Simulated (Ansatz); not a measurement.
Program: Ansatz. Geometries: PBE0-D4/def2-TZVP. ΔE: electronic, gas phase. CCSD(T)/CBS is the MP2 limit (def2-TZVPP, def2-QZVPP) plus CCSD(T) − MP2 in def2-TZVPP, frozen cores. Functionals use def2-TZVPP. B3LYP here is the variant with VWN-RPA as its local correlation; programs differ in this. For Ge outer-core shells are correlated without core-valence functions, which leaves a few kJ/mol of doubt a bond. Scalar relativity is left out up to krypton. One conformer a species, not always the lowest.

Consider the ligand exchange at a Ge–N bond: `F[SiH2][NH][GeH3]` + `[OH][GeH2][F]` → `[F][GeH2][O][GeH3]` + `N[SiH2]F`.

| level | ΔE (kJ/mol) | difference from CCSD(T)/CBS |
| --- | --- | --- |
| PBE-D4 | -21.5 | 2.2 |
| r2SCAN-D4 | -26.3 | -2.6 |
| PBE0-D4 | -22.0 | 1.7 |
| B3LYP-D4 | -26.7 | -3.0 |
| ωB97X-V | -26.3 | -2.6 |
| ωB97M-V | -25.0 | -1.3 |
| B2PLYP | -27.6 | -3.9 |
| PBE | -22.4 | 1.3 |
| r2SCAN | -26.5 | -2.8 |
| PBE0 | -22.7 | 1.0 |
| B3LYP | -28.1 | -4.4 |
| HF/def2-TZVPP | -33.8 | -10.1 |
| MP2/def2-TZVPP | -23.7 | 0.0 |
| SCS-MP2/def2-TZVPP | -26.3 | -2.6 |
| CCSD/def2-TZVPP | -24.6 | -0.9 |
| CCSD(T)/def2-TZVPP | -23.8 | -0.1 |
| HF/def2-QZVPP | -34.8 | -11.1 |
| MP2/def2-QZVPP | -24.1 | -0.4 |
| SCS-MP2/def2-QZVPP | -26.5 | -2.8 |
| HF/CBS(def2) | -34.9 | -11.2 |
| MP2/CBS(def2) | -23.7 | 0.0 |
| CCSD/CBS(def2) | -24.6 | -0.9 |
| CCSD(T)/CBS | -23.7 | 0 |

Largest T1 diagnostic among the species: 0.012.

In def2-TZVPP, CCSD(T) changes the Hartree–Fock value by +10.0 kJ/mol (the triples alone add +0.8 kJ/mol) and MP2 by +10.1 kJ/mol.

CCSD(T)/CBS has its own doubt, a few kJ/mol and more with outer-core shells, so smaller differences from it don't rank the levels.
